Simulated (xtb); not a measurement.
3,3,3-trifluoroprop-1-yne (C3HF3), SMILES C#CC(F)(F)F. All values are semi-empirical tight-binding results from xtb (GFN2-xTB unless named), good for trends rather than for accurate numbers. Geometry: GFN2-xTB.

Optimised geometry:

Bond lengths (Å): C1–C2 1.196, C1–H7 1.051, C2–C3 1.458, C3–F4 1.341, C3–F5 1.341, C3–F6 1.341. Angles (°): C2–C1–H7 180.0, C1–C2–C3 180.0, C2–C3–F4 111.9, C2–C3–F5 111.9, C2–C3–F6 111.9, F4–C3–F5 106.9, F4–C3–F6 106.9, F5–C3–F6 106.9.

The point group as xtb finds it is C3v. The orbital gap comes out as 6.95 eV and the dipole moment comes out as 3.40 D. The zero-point energy is 19.7 kcal/mol, the G − E(el) at 298.15 K (modified RRHO) is 1.9 kcal/mol and the static polarisability (D4 model) is 38.6 bohr³. The solvation energy, GFN2-xTB/ALPB(water) comes out as -2.1 kcal/mol and the solvation energy, GFN2-xTB/ALPB(acetone) comes out as -3.9 kcal/mol.

Computed IR lines (harmonic; lines under 4 % of the strongest left out, lines within 3 cm⁻¹ merged):
ν (cm⁻¹): 493 (w), 693 (w), 1042 (vs), 1168 (m) (against the strongest line: vs over 80 %, s over 45 %, m over 15 %, w over 4 %, vw less)

Give the atomic charges and the Wiberg bond orders between heavy atoms. (Estimate from the structure and the level; the computed values follow.)

charges (e) C1 -0.04, C2 -0.03, C3 0.51, F4 -0.20, F5 -0.20, F6 -0.20, H7 0.13. Bond orders C1–C2 2.93, C2–C3 0.98, C3–F4 0.95, C3–F5 0.95, C3–F6 0.95.
